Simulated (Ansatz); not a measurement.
C$_{2}$H$_{5}$O$_{2}$, charge +2, quartet, at a GFN2-xTB geometry of the parent state (a state made from the parent by changing its charge; the spin is typed, not shown lowest); B3LYP/STO-3G (Ansatz, a first-principles code).

Here is a job for Ansatz.
Ansatz 0.2 input:
```yaml
crystal:
  periodic: [false, false, false]
  atoms:
    - {symbol: C, position_ang: [-1.47911306, 0.20201824, -0.17959624]}
    - {symbol: O, position_ang: [-0.33835513, -0.62648637, -0.47029081]}
    - {symbol: C, position_ang: [0.81984470, -0.37706961, -0.06959347]}
    - {symbol: O, position_ang: [1.22790171, 0.58980123, 0.63241273]}
    - {symbol: H, position_ang: [-1.35167712, 1.20325766, -0.59699882]}
    - {symbol: H, position_ang: [-2.32544637, -0.28288392, -0.66549758]}
    - {symbol: H, position_ang: [-1.66304854, 0.25071784, 0.89592283]}
    - {symbol: H, position_ang: [1.59060464, -1.09833454, -0.36903380]}
    - {symbol: H, position_ang: [0.58880493, 1.27103228, 0.93377029]}
basis:
  gaussian:
    orbitals: STO-3G
hamiltonian:
  xc: b3lyp
total_charge: 2
magnetization: {spin_polarized: false, initial_magnetization: 3}
```

Output, abridged:

```
Functional definition: B3LYP
356 factors; integrals over basis functions are off by at most 4.3e-5 eV
mean field evaluation 1: about -6121.4195 eV, gradient 4.4e1 eV
mean field evaluation 2: about -6121.4067 eV, gradient 4.4e1 eV
mean field evaluation 4: about -6122.6132 eV, gradient 5.6e1 eV
mean field evaluation 8: about -6135.0403 eV, gradient 4.5e0 eV
mean field evaluation 16: about -6135.1476 eV, gradient 1.3e-2 eV
mean field evaluation 32: about -6134.9601 eV, gradient 1.3e0 eV
mean field evaluation 64: about -6108.9345 eV, gradient 3.8e1 eV
mean field -6135.14757519 eV, -225.4625148358 hartree, gradient 7.7e-6 eV, S^2 3.750000; 7 other end points of the search recorded, 0 dependent functions left out
reference -6135.14775955 eV, -225.4625216110 hartree; 17, 14 occupied and 8, 11 virtual orbitals, 356 factors
Total energy: -6135.14775955 eV, -225.4625216110 hartree
```
